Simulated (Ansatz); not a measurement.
Consider the ligand exchange at a Ge–O bond: `[OH][Ge][F]` + HCl → `[F][Ge][Cl]` + H₂O.

Calculated with Ansatz (gas phase, PBE0-D4/def2-TZVP geometries, no zero-point term in ΔE). CBS: MP2 limit from def2 TZ/QZ plus the TZ coupled-cluster correction, frozen cores. This one scheme is used for every species. Functionals use def2-TZVPP. B3LYP here is the variant with VWN-RPA as its local correlation; programs differ in this. For Ge outer-core shells are correlated without core-valence functions, which leaves a few kJ/mol of doubt a bond. Scalar relativity is left out up to krypton. Each species was taken in one conformer, which may not be the lowest.

`[OH][Ge][F]`:

```xyz
4

O     1.009   -0.047    0.350
Ge   -0.218    1.096   -0.217
F    -1.500   -0.086   -0.500
H     0.709   -0.963    0.367
```

HCl:

Z-matrix (Å, degrees):
```
Cl
H 1 1.279
```

`[F][Ge][Cl]`:

Z-matrix (Å, degrees):
```
Ge
F 1 1.748
Cl 1 2.180 2 98.3
```

H₂O:

```xyz
3

O     0.300   -0.042    0.244
H     0.054   -0.618   -0.482
H    -0.354    0.660    0.238
```

```json
{"level": "r2SCANh-D4", "ΔE (kJ/mol)": "-26.3"}
{"level": "r2SCAN0-D4", "ΔE (kJ/mol)": "-27.7"}
{"level": "B3LYP", "ΔE (kJ/mol)": "-25.7"}
{"level": "LC-ωPBE", "ΔE (kJ/mol)": "-18.6"}
{"level": "HF/def2-SVP", "ΔE (kJ/mol)": "-25.7"}
{"level": "MP2/def2-SVP", "ΔE (kJ/mol)": "-10.2"}
{"level": "CCSD(T)/def2-SVP", "ΔE (kJ/mol)": "-12.2"}
{"level": "SCS-MP2/def2-TZVPP", "ΔE (kJ/mol)": "-17.8"}
```

Problem. What does CCSD(T)/CBS give? (An estimate is asked.)

Solution. The calculation gave: -25.5 kJ/mol. The listed levels differ from it by -0.8, -2.2, -0.2, 6.9, -0.2, 15.3, 13.3, 7.7 kJ/mol.

Largest T1 diagnostic among the species: 0.015.

Leaving LDA and LC-ωPBE aside and taking each functional with its dispersion term where it has one, the values, not all of them listed here, spread over 10.8 kJ/mol, from HSE06-D4 to CAM-B3LYP-D4. LDA lies +6.3 kJ/mol from PBE without D4. At CCSD(T), def2-SVP lies +13.4 kJ/mol from the extrapolated value and def2-TZVPP +6.6 kJ/mol. In def2-TZVPP, CCSD(T) changes the Hartree–Fock value by +7.5 kJ/mol (the triples alone add +0.1 kJ/mol) and MP2 by +6.8 kJ/mol.
